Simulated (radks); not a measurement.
Radial electron density D(r) = 4 pi r^2 rho(r) of an atom or ion with 5 electrons. Calculated with a radial shooting solver on a logarithmic mesh with Libxc functionals: scalar-relativistic Kohn-Sham, PBE, spin-unpolarised, spherical densities, point nucleus.

```
   r/bohr * D(r) (the largest magnitude, 61.7, reaches the edge; | marks zero)
 0.001188 | *
  0.00144 |  *
 0.001731 |   *
 0.002097 |    *
 0.002541 |      *
 0.003079 |         *
 0.003701 |            *
 0.004485 |                *
 0.005434 |                     *
 0.006584 |                           *
 0.007978 |                                 *
 0.009589 |                                        *
  0.01162 |                                              *
  0.01408 |                                                   *
  0.01706 |                                                      *
   0.0205 |                                                     *
  0.02484 |                                                *
   0.0301 |                                        *
  0.03648 |                               *
   0.0442 |                        *
  0.05312 |                    *
  0.06437 |                     *
  0.07799 |                       *
   0.0945 |                         *
   0.1136 |                      *
   0.1376 |               *
   0.1668 |        *
   0.2021 |   *
   0.2448 |*
   0.2943 *
   0.3566 *
```

What is the nuclear charge?

Answer. Z = 51. The innermost maximum, from 1s, lies near gamma/Z bohr with gamma = sqrt(1 - (Z/c)^2) = 0.928, here 0.0182 bohr (found: 0.0179), and its height grows with Z. The density is that of the antimony ion Sb46+ in [He] 2s2 2p1; the configuration itself is not fixed sharply by these data, and Z only to a few units. D(r) has 2 maxima, at r = 0.0179, 0.0923 bohr, and minima at 0.0571 bohr, inside which lie 2.18 electrons.
